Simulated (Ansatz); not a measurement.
The same path of F2H2SSi (6 atoms, charge 0, multiplicity 1) was run twice with different band settings. The coordinate that changes most is the dihedral F3–Si2–S4–H6.

Computed with RKS PBE-D4/STO-3G (Ansatz 0.2.0).

Relaxed end points:

```xyz
6
Properties=species:S:1:pos:R:3
F -0.402 -1.572 0.726
Si 0.423 -0.310 0.044
F 0.511 -0.700 -1.561
S -0.552 1.567 0.370
H 1.771 -0.217 0.619
H -1.708 1.167 -0.244
```

```xyz
6
Properties=species:S:1:pos:R:3
F -0.216 -1.808 0.712
Si 0.237 -0.425 -0.071
F 0.687 -0.935 -1.577
S -1.391 0.974 -0.176
H 1.391 0.182 0.614
H -0.666 1.949 0.452
```

Common settings: spring 5.0 eV/Å²; optimiser quadratic models (default); start path through a guess of the saddle point; force threshold 0.05 eV/Å; iteration limit 60; end points relaxed.

| run | movable images | climbing image |
| --- | --- | --- |
| 1 | 5 | yes |
| 2 | 4 | no |

Task: What does each run give, and how far can it be trusted?

Result: Run 1: converged after 8 iterations, highest image 0.098 eV above the first end. A vibrational analysis at the climbing image gives one clearly imaginary mode, 161i cm⁻¹: a first-order saddle point.
Run 2: converged after 8 iterations, highest image 0.092 eV above the first end. No image climbed, so the highest image needn't sit at the top of the path.
Limits of this set-up: minimal basis.
